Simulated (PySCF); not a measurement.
An equivalent PySCF input for Al+ (aluminium, charge +1), [Ne] 3s2, closed-shell 1S, with the non-relativistic Hamiltonian (point nucleus):

```python
from pyscf import gto, scf, dft, mp, cc
import basis_set_exchange as bse
mol = gto.M(atom="Al 0 0 0", charge=1, spin=0, symmetry="D2h",
            basis=gto.basis.parse(bse.get_basis("cc-pV(D+d)Z", elements=["Al"], fmt="nwchem", header=False)))
mf = dft.UKS(mol, xc="LDA,VWN")
mf.irrep_nelec = {'Ag': (3, 3), 'B1u': (1, 1), 'B2u': (1, 1), 'B3u': (1, 1)}
mf.kernel()
```

It reaches the same state as the run whose output follows, with an energy that differs only through the grid. The run itself started from symmetry-adapted Hartree-Fock orbitals and held the occupation by maximum overlap, on a logarithmic radial grid, so the iterations belong to that start.

```
SCF conv_tol = 1e-09
number electrons alpha = 6  beta = 6
XC functionals = LDA,VWN
    P. A. M. Dirac.,  Math. Proc. Cambridge Philos. Soc. 26, 376 (1930)
    F. Bloch.,  Z. Phys. 57, 545 (1929)
    S. H. Vosko, L. Wilk, and M. Nusair.,  Can. J. Phys. 58, 1200 (1980)
cycle= 1 E= -241.081559659937  delta_E= -0.00319  |g|= 0.0126  |ddm|= 0.481
cycle= 2 E= -241.08160634245  delta_E= -4.67e-05  |g|= 0.00241  |ddm|= 0.0279
cycle= 3 E= -241.081608328562  delta_E= -1.99e-06  |g|= 4.34e-05  |ddm|= 0.00985
cycle= 4 E= -241.081608329935  delta_E= -1.37e-09  |g|= 5.05e-08  |ddm|= 0.000546
cycle= 5 E= -241.081608329935  delta_E= -1.42e-13  |g|= 1.29e-10  |ddm|= 3.82e-07
converged SCF energy = -241.081608329935  <S^2> = 8.8817842e-15  2S+1 = 1
```
